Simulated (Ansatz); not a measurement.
Li₂Al₃⁻, relaxed as a singlet with RKS PBE-D4/def2-TZVPD in Ansatz, starting from the GFN1-xTB geometry. Force threshold 0.02 eV/Å.

The highest occupied level of the charge -1 singlet lies above zero (up to 0.48 eV). By energy differences its removal costs 1.31 eV (vertical, to the charge 0 doublet, at PBE-D4/def2-TZVPD); a positive level beside a positive removal energy at the same level points to self-interaction error. At PBE-D4/def2-TZVPD a triplet of charge -1 lies 0.11 eV below the restricted singlet, each at its own geometry. The structure comes from a short search, and lower isomers may exist.

Start:

Cartesian coordinates in Å:
```
Li -1.153 -1.071 -0.239
Li 0.251 -1.624 1.488
Al 1.271 -1.214 -0.592
Al -1.244 2.363 0.111
Al 0.875 1.546 -0.767
```

Problem. Estimate the energy that the relaxation releases and the steps that it takes.

Solution. 114.1 kJ/mol, in 19 steps; 38 s on 4 threads of Arm Neoverse N1 on a shared host. The force fell under the threshold at step 18, but the optimiser went on. No frequencies were taken in this run, so the end may be a saddle point.

Problem. Does the start keep its bonding?

Solution. Bonds formed: Li1–Al4, Li2–Al5 (atoms count from 1). Metal–metal contacts that move far: Li1–Li2 2.29 to 3.17 Å, Li2–Al3 2.35 to 2.86 Å.

Problem. Predict the relaxed structure.

Solution. 
```xyz
5

Li   -1.420   -0.712   -0.861
Li    0.465   -0.609    1.683
Al    1.197   -1.422   -0.964
Al   -1.304    1.714    0.407
Al    1.063    1.029   -0.266
```
Bond lengths (bridged metal pairs left out): 4 × Al–Li 2.62 to 2.86 Å; 2 × Al–Al 2.55 Å.
